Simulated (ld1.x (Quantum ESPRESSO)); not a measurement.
aluminium: variants of one TM potential

Base potential:

- Element: aluminium (Al)
- Generator: ld1.x (Quantum ESPRESSO) 7.5
- Type: norm-conserving Troullier–Martins (Kleinman–Bylander form)
- Functional: LDA (PZ)
- Relativity: scalar-relativistic
- Frozen core: [Ne]
- Valence charge: 3
- Reference configuration: 3s2 3p1
- Partial waves: 3s (bound): rc 1.90 bohr; 3p (bound): rc 2.15 bohr; 3d channel at 0.05 Ry: rc 2.00 bohr
- Local potential: all-electron potential smoothed inside 1.75 bohr (lloc = -1)
- Core correction: Bessel-smoothed model core, default radius (core density twice the valence density)

Cutoffs, loose and tight: the cutoffs (Ry, on a coarse ladder) from which the occupation-weighted sum of valence levels, in a spherical-Bessel basis at the reference potential, stays within 10 and 1 mRy of its value at 400 Ry. They do not see the model core or the augmentation charge, which bear on the density cutoff. Test errors are all-electron minus pseudo excitation energies from the reference, over the configurations 3s2 3p0; 3s1 3p0; 3s2 3p0.5; 3s1 3p1; 3s0 3p3; 3s1 3p2; 3s2 3p1.3 (two spin-polarised tests are not counted in the largest error). A dash means not determined; rows that change the core or the reference have their own tests.

A true bound ghost makes a file unfit for plane-wave use even where its test errors are small: the radial tests pick states by their node count and pass the ghost by.

| change | outcome | cutoff, loose | cutoff, tight | bound ghosts | largest test error (meV) |
| --- | --- | --- | --- | --- | --- |
| base | generated | 10 Ry | 30 Ry | none | +19 |
| local potential all-electron potential smoothed inside 0.90 bohr (lloc = -1) | generated | 25 Ry | 30 Ry | s | -7.0 |
| local potential all-electron potential smoothed inside 1.26 bohr (lloc = -1) | generated | 10 Ry | 30 Ry | none | +32 |
| local potential all-electron potential smoothed inside 1.52 bohr (lloc = -1) | generated | 10 Ry | 30 Ry | none | +22 |
| local potential all-electron potential smoothed inside 1.62 bohr (lloc = -1) | generated | 10 Ry | 30 Ry | none | +20 |
| local potential all-electron potential smoothed inside 1.86 bohr (lloc = -1) | generated | 10 Ry | 30 Ry | none | +18 |
| local potential all-electron potential smoothed inside 2.06 bohr (lloc = -1) | generated | 10 Ry | 30 Ry | none | +16 |
| local potential all-electron potential smoothed inside 2.22 bohr (lloc = -1) | generated | 10 Ry | 30 Ry | none | +16 |
| local potential all-electron potential smoothed inside 2.52 bohr (lloc = -1) | generated | 10 Ry | 30 Ry | none | +13 |

Q: What comes out with this change to the base: local potential all-electron potential smoothed inside 1.08 bohr (lloc = -1)?

A: outcome: generated; cutoff, loose: 10 Ry; cutoff, tight: 25 Ry; bound ghosts: none; largest test error (meV): +84.

Reading the sweep of the rcloc (base included, trends over the rows without a ghost): The loose cutoff stays near 10 Ry. The median size of the test errors (rows with all tests solved) falls from 5.5 meV at 1.08 to 1.8 meV at 2.52 bohr. Bound ghosts are found at 0.9 bohr.
